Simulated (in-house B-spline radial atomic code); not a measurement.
Configurations of Cl⁴⁺, with energies counted from [Ne] 3s2 3p1. Level of theory: scalar-relativistic (X2C) LC-wPBE, spin-polarised, spherical fractional occupations, Fermi nucleus of rms radius 3.3654 fm; calculated with a radial B-spline atomic code at the basis-set limit. Shells without spins written out take the highest spin.

Caution: exact exchange at fractional occupations of open shells leaves self-interaction of up to several eV.

Occupations are held fixed; configurations that lie above the ionisation limit could autoionise.

```csv
configuration,E - E(ref) (eV),highest orbital,its <r> (bohr)
[Ne] 3s2 3d1,21.123,3d up,1.636
[Ne] 3s2 4s1,28.462,4s up,2.896
[Ne] 3s1 3p1 3d1,34.643,3d up,1.601
"[Ne] 3s(1 up, 0 down) 3p(1 up, 0 down) 4s(1 up, 0 down)",43.457,4s up,2.868
[He] 2s2 2p5 3s2 3p2,208.29,3p up,1.357
"[He] 2s2 2p(3 up, 2 down) 3s2 3p(0 up, 2 down)",209.04,3p down,1.364
"[He] 2s2 2p(2 up, 3 down) 3s2 3p(1 up, 0 down) 3d(0 up, 1 down)",235.87,3d down,1.49
```

(1) Order these further configurations by energy, lowest first.
A. [Ne] 3s2 4p1
B. [Ne] 3s1 3p2
C. [Ne] 3s(1 up, 0 down) 3p(0 up, 1 down) 4d(1 up, 0 down)
D. [He] 2s2 2p5 3s2 3p1 4f1
E. [Ne] 3s1 3p1 4f1

(2) How far above the reference does [He] 2s2 2p5 3s2 3p1 4d1 lie?

(3) How far above the reference does [He] 2s2 2p5 3s2 3p1 3d1 lie?

## Answers

(1) B (10.13 eV), A (35.183 eV), C (59.739 eV), E (60.199 eV), D (262.58 eV).

(2) 258.47 eV; its least bound orbital is 4d up with <r> = 3.505 bohr.

(3) 233.92 eV; its least bound orbital is 3d up with <r> = 1.476 bohr.
